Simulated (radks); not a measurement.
The numbers below are computed, except where a source is named.
Problem. Species: the indium ion In2+. Configuration: [Kr] 4d9.5 5s1 5p0.5 (fractional occupations, a model configuration). Level of theory: Dirac Kohn-Sham, PBEsol, spin-unpolarised, spherical densities, finite nucleus; open shells fill j = l - 1/2 first; Fermi nuclear charge, rms radius 4.6156 fm (a radial shooting solver on a logarithmic mesh with Libxc functionals). Some entries of the table are withheld. Estimate them.

| orbital | occ. | eigenvalue (hartree) | <r> (bohr) | <1/r> (bohr^-1) |
|---|---|---|---|---|
| 1s1/2 | 2 | -1019.511 | 0.02972 | 51.84 |
| 2s1/2 | 2 | -153.3065 | 0.1282 | 11.99 |
| 2p1/2 | 2 | -143.0475 | 0.1085 | 11.98 |
| 2p3/2 | 4 | -135.3044 | 0.1138 | 11.19 |
| 3s1/2 | 2 | -29.73591 | 0.3486 | 4.225 |
| 3p1/2 | 2 | -25.59460 | 0.3396 | 4.134 |
| 3p3/2 | 4 | -24.19586 | 0.3507 | 3.940 |
| 3d3/2 | 4 | -16.86326 | (1) | 3.784 |
| 3d5/2 | 6 | -16.57654 | (2) | 3.734 |
| 4s1/2 | 2 | -5.18133 | 0.8463 | 1.648 |
| 4p1/2 | 2 | (3) | 0.8979 | 1.530 |
| 4p3/2 | 4 | (4) | 0.9278 | 1.468 |
| 4d3/2 | 4 | -1.47003 | 1.140 | 1.173 |
| 4d5/2 | 5.5 | -1.43693 | 1.154 | 1.157 |
| 5s1/2 | 1 | (5) | 2.287 | (6) |
| 5p1/2 | 0.5 | (7) | 2.700 | 0.4727 |
| 5p3/2 | 0 | (8) | 2.784 | 0.4570 |
| 6s1/2 | 0 | (9) | 5.158 | 0.2511 |
| 5d3/2 | 0 | -0.30881 | 4.240 | 0.2973 |
| 5d5/2 | 0 | -0.30673 | 4.270 | 0.2954 |

Solution. 
(1) 3d3/2 <r> (bohr): 0.3223
(2) 3d5/2 <r> (bohr): 0.3259
(3) 4p1/2 eigenvalue (hartree): -3.82465
(4) 4p3/2 eigenvalue (hartree): -3.57755
(5) 5s1/2 eigenvalue (hartree): -0.91959
(6) 5s1/2 <1/r> (bohr^-1): 0.5646
(7) 5p1/2 eigenvalue (hartree): -0.64779
(8) 5p3/2 eigenvalue (hartree): -0.62420
(9) 6s1/2 eigenvalue (hartree): -0.32424
